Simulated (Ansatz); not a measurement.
`FB(F)Cl` + CH₃SH → `CSB(F)Cl` + H–F  (ligand exchange at a B–F bond)

Isolated molecules relaxed with PBE0-D4/def2-TZVP in Ansatz; ΔE leaves out vibrations. CBS: MP2 limit from def2 TZ/QZ plus the TZ coupled-cluster correction, frozen cores. This one scheme is used for every species. Each species was taken in one conformer, which may not be the lowest.

`FB(F)Cl`:

Cartesian coordinates in Å:
```
F 0.342 0.491 1.227
B 0.095 0.000 0.037
F 1.088 -0.484 -0.668
Cl -1.525 -0.008 -0.596
```

CH₃SH:

Z-matrix (Å, degrees):
```
C
S 1 1.806
H 1 1.089 2 111.5
H 1 1.089 2 111.5 3 -123.8
H 1 1.090 2 106.2 3 118.1
H 2 1.342 1 97.1 3 61.9
```

`CSB(F)Cl`:

```xyz
8

C     0.795   -0.440    0.919
S     0.797    0.688   -0.498
B    -0.882    0.534   -1.078
F    -1.758   -0.259   -0.483
Cl   -1.397    1.456   -2.476
H     1.798   -0.407    1.344
H     0.076   -0.115    1.668
H     0.571   -1.456    0.603
```

H–F:

Z-matrix (Å, degrees):
```
F
H 1 0.920
```

```tsv
species	CCSD(T)/CBS(def2) energy (Eh)
`FB(F)Cl`	-684.31926
CH₃SH	-438.22835
`CSB(F)Cl`	-1022.12842
H–F	-100.39570
```

Question: Work out ΔE.

Answer: ΔE = (-1022.12842) + (-100.39570) − (-684.31926) − (-438.22835) = 0.02349 Eh = +61.7 kJ/mol.

Largest T1 diagnostic among the species: 0.012.

In def2-TZVPP, CCSD(T) changes the Hartree–Fock value by −29.7 kJ/mol (the triples alone add −5.6 kJ/mol) and MP2 by −37.3 kJ/mol. Leaving LDA and LC-ωPBE aside and taking each functional with its dispersion term where it has one, the values, not all of them listed here, spread over 24.3 kJ/mol, from revPBE-D4 to CAM-B3LYP-D4. From PBE to PBE0 (25 % exact exchange), in def2-TZVPP and without D4, ΔE moves by +3.8 kJ/mol.
